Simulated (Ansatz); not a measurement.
Program: Ansatz. Geometries: PBE0-D4/def2-TZVP. ΔE: electronic, gas phase. CCSD(T)/CBS is the MP2 limit (def2-TZVPP, def2-QZVPP) plus CCSD(T) − MP2 in def2-TZVPP, frozen cores. This one scheme is used for every species. DFT in def2-TZVPP.

tetrafluoromethane + `FBF` → `FB(F)C(F)(F)F` + H–F  (formal exchange of groups at a C–F bond)

`FC(F)(F)F`:

Cartesian coordinates in Å:
```
F 0.356 1.260 0.155
C 0.000 0.000 0.000
F -0.081 -0.279 -1.286
F 0.899 -0.783 0.563
F -1.173 -0.198 0.568
```

`FBF`:

Z-matrix (Å, degrees):
```
B
F 1 1.313
F 1 1.313 2 118.1
H 1 1.191 2 121.0 3 180.0
```

`FB(F)C(F)(F)F`:

Cartesian coordinates in Å:
```
F -0.895 -0.112 1.750
B -0.570 -0.515 0.553
F -1.029 -1.647 0.092
C 0.404 0.375 -0.379
F 1.506 -0.318 -0.708
F -0.215 0.712 -1.522
F 0.798 1.504 0.214
```

H–F:

```xyz
2

F    -0.139    0.191   -0.395
H     0.139   -0.191    0.395
```

| level | ΔE (kJ/mol) |
| --- | --- |
| LDA (SPW92) | 8.1 |
| PBE | 3.0 |
| CCSD/def2-SVP | 31.6 |
| SCS-MP2/def2-TZVPP | 7.2 |

(1) What does CCSD(T)/CBS give? (An estimate is asked.)

Largest T1 diagnostic among the species: 0.013.

Results:

(1) Computed: -1.2 kJ/mol. The listed levels differ from it by 9.3, 4.2, 32.8, 8.4 kJ/mol.

From PBE to PBE0 (25 % exact exchange), in def2-TZVPP and without D4, ΔE moves by +6.5 kJ/mol. The D4 term adds −5.6 kJ/mol with B3LYP and −3.1 kJ/mol with PBE0; it sums over pairs of atoms, weighted by their polarisabilities, and B3LYP, whose exchange is more repulsive, gets the larger term.

B3LYP here is the variant with VWN-RPA as its local correlation; programs differ in this.
